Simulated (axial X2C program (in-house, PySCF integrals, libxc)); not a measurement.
# Levels of KAu⁺ by electron attachment to KAu²⁺ (EOM-EA-CCSD)

Computed with an in-house all-electron X2C program for linear molecules (integrals from PySCF): two-component X2C with atomic mean-field Coulomb and Gaunt terms, Gaussian nuclei, basis Au dyall-acv3z, K dyall-acv3z with contracted cores.

R = 3.146 Å (0.920 times 3.420 Å, the PBE0 minimum at charge 1 for the lowest determinant).

Levels of KAu⁺ obtained by attaching an electron to KAu²⁺:

```json
{"Ω": "1/2", "binding energy (eV)": "13.417", "above lowest (cm⁻¹)": "0", "attached spinor": "71% Au sσ, 12% K pσ, 8% K dσ", "one-particle weight": "0.97"}
{"Ω": "1/2", "binding energy (eV)": "8.579", "above lowest (cm⁻¹)": "39020", "attached spinor": "41% Au pσ, 31% Au pπ, 12% K sσ", "one-particle weight": "0.94"}
{"Ω": "1/2", "binding energy (eV)": "8.114", "above lowest (cm⁻¹)": "42765", "attached spinor": "39% Au pπ, 25% Au pσ, 14% K sσ", "one-particle weight": "0.95"}
{"Ω": "3/2", "binding energy (eV)": "7.956", "above lowest (cm⁻¹)": "44046", "attached spinor": "68% Au pπ, 16% K dπ, 15% K pπ", "one-particle weight": "0.93"}
```

Question: Take the first Ω = 1/2 and Ω = 3/2 rows of π character: how far apart are they, and which lies lower?

Answer: E(3/2) − E(1/2) = 44046 − 42765 = 1281 cm⁻¹ at EOM-EA-CCSD: regular, Ω = 1/2 lower. Splittings at this level can be off by ten to twenty per cent.

This point took 29 s on 1 thread of Arm Neoverse V1, on a shared host.

Reference electrons by ω block (each with its −ω partner): 1/2: 28, 3/2: 14, 5/2: 5, 7/2: 1. 18 electrons of KAu²⁺ correlated (inner shells frozen), 84 natural virtual spinors (a truncated set); levels can be off by some tenths of an eV. Roots sought by Ω: (1/2: 5, 3/2: 4, 5/2: 2, 7/2: 1); rows need 60 % one-particle weight and stop where some Ω has no more roots. Missing are any skipped roots, higher Ω and states of a further excitation; these come out far too high here and may in truth be low or lowest. T1 of the reference 0.007 (Lee–Taylor). The reference was not checked to be the lowest state of its species. Number of frozen shells: Au 5 s, 4 p, 2 d, 1 f; K 2 s, 1 p.
